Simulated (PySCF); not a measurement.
**Ne⁺ (neon, charge +1): UHF calculation**

Configuration: [He] 2s1 2p5 3s1, high-spin 4P determinant (an excited configuration). Calculation: PySCF 2.14, in aug-cc-pCVQZ-DK (9s8p6d4f2g, 109 functions); the spin-free X2C one-electron Hamiltonian (Gaussian nucleus).

```json
{
  "Total energy": "-126.027706 hartree",
  "One-electron energy": "-169.5342 hartree",
  "Hartree (Coulomb) energy": "54.6361 hartree",
  "Exchange energy": "-11.1296 hartree",
  "⟨S²⟩": "3.7529",
  "⟨L²⟩": "2.006",
  "Sum of ⟨r⟩": "8.129 bohr",
  "Sum of ⟨r²⟩": "14.47 bohr²",
  "Traceless quadrupole moment −½Σ⟨3z² − r²⟩ along its main axis": "0.235 e·bohr²",
  "Langevin diamagnetic susceptibility": "-11.5 ×10⁻⁶ cm³/mol"
}
```

```tsv
shell	electrons	mean orbital energy (eV)	spread (eV)	rms radius, mean of both spins (bohr)
1s α	1	-934.67	0	0.183
1s β	1	-929.15	0	0.183
2s α	1	-89.606	0	0.889
2p α	3	-59.628	3.677	0.922
2p β	2	-49.924	0	0.922
3s α	1	-13.356	0	3.06
```

The outer electron is Rydberg-like, and this basis confines it to a smaller radius and binds it less than a complete one would.

Spin-orbit constants ζ (cm⁻¹) from the X2C one-electron operator on these orbitals: bare nucleus, nucleus screened by l(l+1)(2l+1)/3 electrons, and screened by the Breit-Pauli mean field of the electrons.

| shell | bare | screened nucleus | mean field |
| --- | --- | --- | --- |
| 2p | 831.2 | 665.0 | 595.1 |

To first order the Landé constant is A = -198.4 cm⁻¹, so the lowest level has J = 5/2 and lies 0.0369 eV below the centre of the term. This holds in LS coupling only.
